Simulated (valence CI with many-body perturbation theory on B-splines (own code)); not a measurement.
# K6+: electric-dipole lines

Level of theory: valence CI with perturbative core correlation (CI+MBPT): three valence electrons over a frozen Dirac-Fock core [Ne], radial functions for each j: 11 s, 11 p, 10 d, 8 f, 5 g, 2 h, with the one-electron correlation potential Σ1 (screened to all orders), the two-electron term Σ2, the three-electron term Σ3, Breit, model QED; selected single and double excitations, second order for the rest, scaled by the run's own slope (own B-spline code, finite nucleus).

Set against measurement, 69 paired levels are off by 138 cm⁻¹ on average, the worst by 367. These come from a selection out of Sansonetti, J. Phys. Chem. Ref. Data 37, 7 (2008). Levels without a partner in it may be off by more.

Lines 51 to 100 of 572 in falling wavelength, among levels below 762870 cm⁻¹, chosen from the strongest by gf and those to the six lowest levels. Wavelengths and rates use the calculated energies, so an error of 100 cm⁻¹ moves a line at 183.4 nm by 0.18 % and its rate by three times that or more. Electric multipoles are in the length gauge, E1 and E2 with the static RPA response of the core. Weak lines are less certain than strong ones. Lines between different terms over intervals too small for the method are left out, as are lines whose strength nearly cancels. Where a level lies close to another of its J and parity, the split of strength between their lines is uncertain. The highest levels of a list are the least certain.

Names give the largest LS component (configuration and term), which can be under half, so a name can repeat, a term be missing and a line seem to break the LS rules; names also repeat where a configuration has a term twice. Letters in brackets count levels of one name in rising energy.

```tsv
λ vac (nm)	Upper	Lower	A (s⁻¹)	S (a.u.) with core polarisation	S without
183.4	3s 3p 4p 4D_5/2	3s 3p 4s 4P°_3/2	3.88e+08	7.08e+00	7.12e+00
182.2	3s 3p 4p 4D_3/2	3s 3p 4s 4P°_1/2	1.94e+08	2.31e+00	2.32e+00
177.5	3s 3p 4p 2D_5/2 [a]	3s 3p 4s 2P°_3/2 [a]	4.15e+08	6.88e+00	6.91e+00
177.2	3s 3p 4p 2P_1/2 [b]	3s 3p 4s 2P°_1/2 [b]	2.77e+08	1.52e+00	1.53e+00
175.9	3s2 4p 2P°_1/2	3s2 4s 2S_1/2	5.21e+08	2.80e+00	2.81e+00
175.5	3s 3p 4p 2P_3/2 [b]	3s 3p 4s 2P°_3/2 [b]	3.50e+08	3.74e+00	3.75e+00
175.1	3s 3p 4p 2D_3/2 [a]	3s 3p 4s 2P°_1/2 [a]	2.90e+08	3.08e+00	3.09e+00
172.8	3s2 4p 2P°_3/2	3s2 4s 2S_1/2	5.49e+08	5.60e+00	5.61e+00
165.1	3s 3p 4p 4P_5/2	3s 3p 4s 4P°_5/2	5.00e+08	6.66e+00	6.68e+00
165.0	3s 3p 4p 4P_1/2	3s 3p 4s 4P°_3/2	5.73e+08	2.54e+00	2.55e+00
163.4	3s 3p 4p 4P_3/2	3s 3p 4s 4P°_3/2	2.18e+08	1.88e+00	1.89e+00
160.7	3s 3p 4p 4S_3/2	3s 3p 4s 4P°_5/2	5.48e+08	4.49e+00	4.52e+00
160.6	3s 3p 4p 4P_3/2	3s 3p 4s 4P°_1/2	3.45e+08	2.82e+00	2.83e+00
159.9	3s 3p 4p 4P_5/2	3s 3p 4s 4P°_3/2	1.67e+08	2.02e+00	2.03e+00
157.2	3s 3p 4d 2P°_3/2	3s 3p 4p 2S_1/2 [a]	5.15e+08	3.95e+00	3.96e+00
154.6	3s 3p 4d 2P°_1/2	3s 3p 4p 2S_1/2 [a]	5.88e+08	2.14e+00	2.15e+00
154.0	3s 3p 4p 2S_1/2 [a]	3s 3p 4s 2P°_3/2 [a]	5.42e+08	1.95e+00	1.97e+00
150.5	3s 3p 4d 4D°_5/2	3s 3p 4p 4P_5/2	1.33e+08	1.35e+00	1.35e+00
149.0	3s 3p 4d 4D°_7/2	3s 3p 4p 4P_5/2	7.69e+08	1.00e+01	1.01e+01
148.0	3s 3p 4d 4D°_3/2	3s 3p 4p 4P_3/2	2.89e+08	1.85e+00	1.85e+00
147.5	3s 3p 4d 4D°_5/2	3s 3p 4p 4P_3/2	5.00e+08	4.76e+00	4.76e+00
147.3	3s 3p 4d 2F°_5/2 [a]	3s 3p 4p 2D_3/2 [a]	7.98e+08	7.56e+00	7.59e+00
146.8	3s 3p 4d 4D°_1/2	3s 3p 4p 4P_1/2	7.93e+08	2.48e+00	2.48e+00
146.7	3s 3p 4d 4D°_3/2	3s 3p 4p 4P_1/2	2.81e+08	1.75e+00	1.75e+00
146.6	3s 3p 4d 2F°_7/2 [a]	3s 3p 4p 2D_5/2 [a]	1.05e+09	1.31e+01	1.31e+01
142.2	3s 3p 4d 2D°_5/2 [b]	3s 3p 4p 2P_3/2 [b]	8.58e+08	7.31e+00	7.32e+00
140.9	3s 3p 4d 2D°_3/2 [b]	3s 3p 4p 2P_1/2 [b]	7.04e+08	3.89e+00	3.89e+00
138.2	3s 3p 4d 2F°_7/2 [b]	3s 3p 4p 2D_5/2 [b]	1.29e+09	1.34e+01	1.34e+01
137.4	3s 3p 4d 2F°_5/2 [b]	3s 3p 4p 2D_3/2 [b]	1.20e+09	9.20e+00	9.20e+00
136.3	3s 3p 4d 4D°_7/2	3s 3p 4p 4D_7/2	2.24e+08	2.24e+00	2.24e+00
136.0	3s 3p 4d 2F°_5/2 [a]	3s 3d2 2D_3/2	3.45e+08	2.58e+00	2.57e+00
136.0	3s 3p 4d 2D°_5/2 [b]	3s 3p 4p 2D_5/2 [b]	3.21e+08	2.39e+00	2.39e+00
135.6	3s2 4d 2D_5/2	3s2 4p 2P°_3/2	1.41e+09	1.04e+01	1.04e+01
135.1	3s 3p 4d 2D°_3/2 [b]	3s 3p 4p 2D_3/2 [b]	3.60e+08	1.75e+00	1.76e+00
134.0	3s2 4d 2D_3/2	3s2 4p 2P°_1/2	9.26e+08	4.40e+00	4.41e+00
133.9	3s 3p 4d 2F°_7/2 [a]	3s 3d2 2D_5/2	2.24e+08	2.13e+00	2.12e+00
133.4	3s 3p 4d 4P°_5/2	3s 3p 4p 4S_3/2	7.35e+08	5.16e+00	5.18e+00
133.1	3s 3p 4d 4D°_7/2	3s 3p 4p 4D_5/2	2.77e+08	2.58e+00	2.58e+00
133.0	3s 3p 4d 4D°_5/2	3s 3p 4p 4D_3/2	4.63e+08	3.22e+00	3.23e+00
132.6	3s 3p 4d 4D°_3/2	3s 3p 4p 4D_1/2	3.68e+08	1.70e+00	1.70e+00
132.0	3s 3p 4d 4P°_3/2	3s 3p 4p 4S_3/2	1.10e+09	5.02e+00	5.04e+00
131.2	3s 3p 4d 4P°_1/2	3s 3p 4p 4S_3/2	1.41e+09	3.15e+00	3.16e+00
130.8	3s2 6s 2S_1/2	3s2 5p 2P°_3/2	1.83e+09	4.04e+00	4.04e+00
130.5	3s 3p 4d 4P°_5/2	3s 3p 4p 4P_5/2	5.51e+08	3.62e+00	3.64e+00
130.0	3s2 6s 2S_1/2	3s2 5p 2P°_1/2	9.11e+08	1.98e+00	1.97e+00
129.7	3p2 3d 2D_3/2 [b]	3s2 4p 2P°_1/2	2.89e+08	1.25e+00	1.25e+00
129.3	3s 3p 4d 2D°_5/2 [a]	3s 3p 4p 2P_3/2 [a]	1.09e+09	6.99e+00	7.01e+00
129.2	3s 3p 4d 4P°_3/2	3s 3p 4p 4P_5/2	3.69e+08	1.57e+00	1.58e+00
128.7	3s 3p 4d 2D°_3/2 [a]	3s 3p 4p 2P_1/2 [a]	9.27e+08	3.90e+00	3.91e+00
128.2	3s 3p 4d 4P°_5/2	3s 3p 4p 4P_3/2	4.24e+08	2.65e+00	2.66e+00
```
